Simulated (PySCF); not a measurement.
C2H9BiSi, SMILES [CH3][Bi]([CH3])[SiH3].

Coordinates come from a B3LYP-D3(BJ)/def2-SVP optimisation. The structure was generated by enumeration; whether it is a known compound was not checked. The def2 effective core potentials stand for the cores of Bi; spin–orbit coupling is left out.

Method: PBE/def2-TZVP in PySCF.

The molecule is in vacuum.

Computed frontier levels, gap, dipole moment and polarisability:
```
Property                                                                                                          Value
---------------------------------------------------------------------------------------------  ------------------------
highest occupied level                                                                                         -5.81 eV
lowest empty level                                                                                             -1.13 eV
orbital gap                                                                                                     4.68 eV
dipole moment                                                                                                 0.226 e·Å
quadrupole, principal values (traceless, Buckingham form, about the centre of nuclear charge)     -2.25, 0.58, 1.66 D·Å
mean static polarisability                                                                       111.7 bohr³ (16.55 Å³)
polarisability, principal values                                                               99.4, 107.9, 127.7 bohr³
```
